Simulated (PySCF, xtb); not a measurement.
C₂H₉ClSi₃, SMILES C=C(Cl)[SiH2][SiH2][SiH3]. The values are those of a single conformer.

Harmonic wavenumbers (cm⁻¹) from GFN2-xTB (xtb) at its own minimum, in rising order: 14, 40, 70, 97, 107, 191, 314, 324, 346, 378, 402, 443, 461, 487, 533, 565, 591, 611, 674, 697, 768, 782, 800, 809, 827, 836, 888, 1069, 1384, 1658, 2143, 2149, 2189, 2203, 2222, 2242, 2253, 3088, 3125.

What does PySCF with PBE-D3(BJ)/def2-SVP give at its own minimum? (Estimate from the structure and the level; the computed values follow.)

23, 62, 83, 113, 159, 205, 311, 320, 368, 387, 415, 450, 498, 525, 544, 649, 664, 682, 700, 749, 769, 833, 870, 873, 887, 900, 908, 1053, 1334, 1613, 2132, 2146, 2147, 2150, 2164, 2168, 2182, 3074, 3177. Paired by order, the mean absolute difference is 36 cm⁻¹ and the zero-point energies are 55.4 and 56.2 kcal/mol.
